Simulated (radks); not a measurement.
Sm+, configuration [Xe] 4f6 6s1. Method: scalar-relativistic Kohn-Sham, Slater X-alpha with alpha = 0.952, spin-polarised, spherical densities, finite nucleus; open shells are filled with parallel spins first (spin-orbit coupling, left out, can overturn this in heavy ions); Fermi nuclear charge, rms radius 5.0819 fm; computed with a radial shooting solver on a logarithmic mesh with Libxc functionals. Some entries of the table are withheld. Estimate them.

orbital,occ.,eigenvalue (eV),<r^2> (bohr^2)
1s up,1,-46883.33,0.0007032
1s down,1,-46883.32,0.0007032
2s up,1,-7705.026,0.01105
2s down,1,-7704.929,0.01105
2p up,3,-6888.604,0.008850
2p down,3,-6888.539,0.008849
3s up,1,-1704.050,0.07363
3s down,1,-1700.798,0.07347
3p up,3,-1447.588,0.07354
3p down,3,-1444.375,0.07334
3d up,5,-1099.120,0.06182
3d down,5,-1096.621,0.06158
4s up,1,-349.9432,0.3739
4s down,1,-342.2095,0.3737
4p up,3,-265.1289,0.4208
4p down,3,-257.4152,0.4209
4d up,5,-145.5155,0.5086
4d down,5,-137.8753,0.5108
5s up,1,-54.6898,2.131
5s down,1,-50.2605,2.222
5p up,3,-33.7286,2.915
5p down,3,-30.2173,3.055
4f up,6,-16.1734,(1)
6s up,1,(2),14.90
4f down,0,-9.3916,(3)
6s down,0,(4),15.68

Answer. 
(1) 4f up <r^2> (bohr^2): 1.070
(2) 6s up eigenvalue (eV): -10.2013
(3) 4f down <r^2> (bohr^2): 1.291
(4) 6s down eigenvalue (eV): -7.2111
